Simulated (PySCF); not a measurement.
## Rh: excitation energy

Rh [Kr] 4d8 5s1 (4F) → Rh [Kr] 4d7 5s2 (4F), as a difference of total energies. Computed with PySCF 2.14 in def2-TZVPPD with the def2 core potential (28 electrons) (6s4p3d2f1g, 56 functions), with scalar relativity through the core potential. Correlated levels: valence: 4s2 4p6 frozen. The calculations carry no spin-orbit coupling.

```csv
method,excitation energy (eV)
UHF,1.309
MP2 (valence),1.753
SCS-MP2 (valence),1.695
CCSD (valence),1.531
CCSD(T) (valence),1.535
```

Problem. How much does correlation contribute at CCSD(T) (valence)?

Solution. 1.535 − (1.309) = 0.226 eV, measured against UHF.
